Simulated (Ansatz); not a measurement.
`COB(O)O` + CH₃OH → `COB(O)OC` + H₂O  (ligand exchange at a B–O bond)

Calculated with Ansatz (gas phase, PBE0-D4/def2-TZVP geometries, no zero-point term in ΔE). CCSD(T)/CBS is the MP2 limit (def2-TZVPP, def2-QZVPP) plus CCSD(T) − MP2 in def2-TZVPP, frozen cores. This one scheme is used for every species. Functionals use def2-TZVPP. One conformer a species, not always the lowest.

`COB(O)O`:

```xyz
10

C     1.297    0.808    0.196
O     0.474   -0.266    0.603
B    -0.702   -0.508   -0.039
O    -1.490   -1.552    0.366
O    -1.100    0.280   -1.080
H     1.616    0.691   -0.843
H     0.776    1.765    0.292
H     2.176    0.812    0.841
H    -1.102   -2.027    1.104
H    -1.944   -0.002   -1.439
```

CH₃OH:

Z-matrix (Å, degrees):
```
C
O 1 1.409
H 1 1.097 2 112.4
H 1 1.090 2 107.0 3 -118.5
H 1 1.097 2 112.4 3 123.0
H 2 0.959 1 108.5 3 -61.6
```

`COB(O)OC`:

```xyz
13

C    -0.304    1.984    0.700
O     0.077    0.633    0.539
B    -0.288   -0.050   -0.579
O    -1.013    0.571   -1.559
O     0.056   -1.360   -0.738
C     0.816   -2.049    0.231
H    -1.391    2.091    0.703
H     0.093    2.326    1.656
H     0.102    2.607   -0.101
H    -1.200   -0.026   -2.287
H     0.431   -3.067    0.307
H     0.758   -1.565    1.208
H     1.864   -2.094   -0.079
```

H₂O:

```xyz
3

O    -0.021   -0.328   -0.208
H     0.761    0.064    0.186
H    -0.740    0.264    0.022
```

(1) Is it downhill or uphill in electronic energy at CCSD(T)/CBS, and by how much? (Best estimate.)

(2) What do these levels give: ωB97M-V, PBE-QIDH, PBE0, BHLYP, LC-ωPBE, MP2/def2-SVP? (An estimate is asked.)

Largest T1 diagnostic among the species: 0.012.

Results:

(1) The calculation gave: Downhill: ΔE = -4.4 kJ/mol.

(2) The calculation gave: ωB97M-V -0.9, PBE-QIDH -0.3, PBE0 2.6, BHLYP 2.2, LC-ωPBE 1.9, MP2/def2-SVP 2.0 kJ/mol.

Leaving LDA and LC-ωPBE aside and taking each functional with its dispersion term where it has one, the values, not all of them listed here, spread over 2.6 kJ/mol, from BLYP-D4 to B2PLYP. LDA lies −5.3 kJ/mol from PBE without D4. In def2-TZVPP, CCSD(T) changes the Hartree–Fock value by −7.1 kJ/mol (the triples alone add −1.2 kJ/mol) and MP2 by −7.9 kJ/mol. At CCSD(T), def2-SVP lies +6.3 kJ/mol from the extrapolated value and def2-TZVPP +1.8 kJ/mol.
